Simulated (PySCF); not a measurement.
Computed IR spectrum (relative IR intensity) of a molecule CH8FNOSi2. Geometry: PBE-D3(BJ)/def2-SVP. One conformer was computed; it need not be the lowest. All values below come from PBE-D3(BJ)/def2-SVP (PySCF). Frequencies are harmonic and unscaled.

```json
[
 {"ν (cm⁻¹)": "213", "relative intensity": "2.7"},
 {"ν (cm⁻¹)": "288", "relative intensity": "2.8"},
 {"ν (cm⁻¹)": "324", "relative intensity": "2.7"},
 {"ν (cm⁻¹)": "380", "relative intensity": "31"},
 {"ν (cm⁻¹)": "418", "relative intensity": "24"},
 {"ν (cm⁻¹)": "486", "relative intensity": "4.0"},
 {"ν (cm⁻¹)": "714", "relative intensity": "9.4"},
 {"ν (cm⁻¹)": "740", "relative intensity": "5.9"},
 {"ν (cm⁻¹)": "746", "relative intensity": "7.7"},
 {"ν (cm⁻¹)": "785", "relative intensity": "13"},
 {"ν (cm⁻¹)": "816", "relative intensity": "6.3"},
 {"ν (cm⁻¹)": "854", "relative intensity": "4.5"},
 {"ν (cm⁻¹)": "871", "relative intensity": "83"},
 {"ν (cm⁻¹)": "914", "relative intensity": "59"},
 {"ν (cm⁻¹)": "933", "relative intensity": "71"},
 {"ν (cm⁻¹)": "949", "relative intensity": "55"},
 {"ν (cm⁻¹)": "1031", "relative intensity": "100"},
 {"ν (cm⁻¹)": "1217", "relative intensity": "11"},
 {"ν (cm⁻¹)": "1485", "relative intensity": "17"},
 {"ν (cm⁻¹)": "2149", "relative intensity": "42"},
 {"ν (cm⁻¹)": "2176", "relative intensity": "41"},
 {"ν (cm⁻¹)": "2223", "relative intensity": "46"},
 {"ν (cm⁻¹)": "3494", "relative intensity": "9.1"},
 {"ν (cm⁻¹)": "3591", "relative intensity": "9.0"}
]
```

Question: Which molecule gave these data?
A. C[SiH2]O[Si@@H](N)F
B. N[Si@H](F)C[SiH2]O
C. C[Si@H](F)[Si@H](N)O
D. C[Si@@H](N)O[SiH2]F

Answer: A, C[SiH2]O[Si@@H](N)F
